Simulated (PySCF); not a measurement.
Compound: C₃H₆N₂OSi.
Atom-mapped SMILES: `[SiH3:1][O:2][c:3]1[cH:4][n:5][cH:6][nH:7]1`

NICS is the negative of the GIAO shielding at a point without a nucleus: at the ring centre (0) and 1 Å above and below it (1); zz is the component along the ring normal. Level: GIAO PBE0/pcSseg-1 (PySCF, non-relativistic, gas phase) on the GFN2-xTB geometry, one conformer.

Ring bond lengths (Å), with Mayer bond orders in brackets: C3–C4 1.366 (1.54), C4–N5 1.362 (1.31), N5–C6 1.299 (1.65), C6–N7 1.362 (1.14), N7–C3 1.370 (1.11).

What do the NICS probes read (ppm)?

| ring | type | NICS(0) | NICS(1), two faces | NICS(1)zz, two faces | rms pucker (Å) | centre to ring atoms, mean (Å) |
| --- | --- | --- | --- | --- | --- | --- |
| C3–C4–N5–C6–N7 | 5-membered ring with 2 N; formal bonds all aromatic | -13.5 | -10.2 / -10.2 | -27.4 / -27.4 | 0.00 | 1.15 |

What can be read from them?

- C3–C4–N5–C6–N7: mean NICS(1)zz -27.4 ppm, shielded. The ring is flat and has no four-coordinate atom; by the NICS criterion it is aromatic.

What does the geometric index give? HOMA takes Krygowski's 1993 parameters.

- C3–C4–N5–C6–N7: HOMA 0.90; the largest term is that of C3–C4, α(R − Ropt)² = 0.12. The geometric and the magnetic index point the same way.

What is the mean of the two in-plane components of NICS at the first NICS(1) probe listed for ring C3–C4–N5–C6–N7, 1 Å off the ring?

The isotropic value is a third of the trace: (3 × -10.2 − (-27.4))/2 = -1.6 ppm.

Give the inner angles of the rings and the Hirshfeld charges of the ring atoms.

- C3–C4–N5–C6–N7: C3 106.1° (+0.093 e), C4 109.6° (-0.078 e), N5 106.3° (-0.214 e), C6 111.8° (+0.026 e), N7 106.2° (-0.077 e); sum 540.0° against 540° for a flat convex ring.

What are the shieldings of the ring atoms and their hydrogens in the same run (means over atoms taken as equivalent)?

```
  atoms                          environment  σ isotropic (ppm)  principal values of the symmetric part, first atom (ppm)
     C3       aromatic carbon bearing oxygen               38.1                                         -26.6, 49.8, 91.0
     C4  aromatic CH next to a ring nitrogen               77.7                                         22.9, 71.8, 138.4
     N5               pyridine-type nitrogen              -33.3                                      -252.8, -97.7, 250.6
     C6  aromatic CH next to a ring nitrogen               58.4                                        -20.0, 75.5, 119.8
     N7                pyrrole-type nitrogen               93.2                                         8.3, 115.3, 155.9
H on C4                    aromatic hydrogen              25.25                                          22.0, 25.7, 28.1
H on C6                    aromatic hydrogen              24.73                                          20.7, 25.1, 28.4
H on N7                         N–H hydrogen              23.82                                          19.3, 24.0, 28.1
```

Time: 14 s wall; peak memory 0.72 GiB. Hardware: one thread of an Arm Neoverse V2, no GPU, shared host. This is the whole shielding run at PBE0/pcSseg-1, SCF included.

Shape of the structure used: `[SiH3:1][O:2][c:3]1[cH:4][n:5][cH:6][nH:7]1`: Si1–O2–C3–C4 0°.
